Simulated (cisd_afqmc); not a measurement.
Input (AFQMC/CISD/cc-pVTZ; cisd_afqmc is a phaseless AFQMC code with CISD trial states that reads the integrals written by Ansatz):

Ansatz 0.2 input:
```python
import cisd_afqmc

open("ham.yaml", "w").write("""\
crystal:
  periodic: [false, false, false]
  atoms:
    - {symbol: O, position_ang: [-1.14071197, -0.78396842, -0.03947202]}
    - {symbol: B, position_ang: [-0.00443798, -0.03131400, -0.00270329]}
    - {symbol: O, position_ang: [-0.12931344, 1.33726634, 0.12417893]}
    - {symbol: O, position_ang: [1.18172193, -0.71106313, -0.09651994]}
    - {symbol: H, position_ang: [-1.93540846, -0.24719490, 0.03072221]}
    - {symbol: H, position_ang: [0.68864590, 1.83896004, 0.14702868]}
    - {symbol: H, position_ang: [1.97538027, -0.17307339, -0.06973014]}
basis:
  gaussian:
    orbitals: cc-pVTZ
magnetization: {spin_polarized: false}
correlation: {method: ccsd, electrons: outside_noble_gas, hamiltonian_folder: ham}
""")
rep = cisd_afqmc.ansatz("ham.yaml")
e_ccsd = rep["correlation"]["coupled_cluster"]["energy"]["hartree"]
out = cisd_afqmc.run("ham", e_ccsd, trial="CISD", walkers=1000, populations=1, threads=12, dt=0.005, steps=40, early=24, settle=10, least=100,
    cut=5e-5, rank_cut=2e-4, target=0.0004, seconds=1500, seed=4, memory=62639, gpu=True)
```

Output:

```
orbitals 158, occupied [12], factors 851 of 980, rank of the doubles 589 of 1752
E(HF) = -251.293436
E(CCSD) on the cut factors = -252.120512, shift to the whole factors -0.000011
Energy of the trial state on the determinant = -252.120534
  tau behind 7.2 of longer steps, mean of the populations' last blocks
   2.0  -252.15026
   4.0  -252.15064
   6.0  -252.15006
   8.0  -252.15514
  10.0  -252.15352
  12.0  -252.15413
  14.0  -252.14913
  16.0  -252.14929
  18.0  -252.14663
  20.0  -252.14668
  22.0  -252.14927
  24.0  -252.15308
  26.0  -252.15180
  28.0  -252.15333
  30.0  -252.15417
  32.0  -252.15101
  34.0  -252.15257
  36.0  -252.15135
  38.0  -252.15401
  40.0  -252.14954
  42.0  -252.14856
  44.0  -252.15145
  46.0  -252.15081
  48.0  -252.15052
  50.0  -252.15066
  52.0  -252.15065
  54.0  -252.15270
  56.0  -252.14882
  58.0  -252.14803
  60.0  -252.14924
  62.0  -252.15124
  64.0  -252.14930
  66.0  -252.15233
  68.0  -252.15001
blocks 336 (0 outliers left out), error by blocks joined: 1: 0.00020, 2: 0.00025, 4: 0.00030, 8: 0.00036, 16: 0.00040
E(AFQMC/CISD) = -252.15090 +/- 0.00040
```
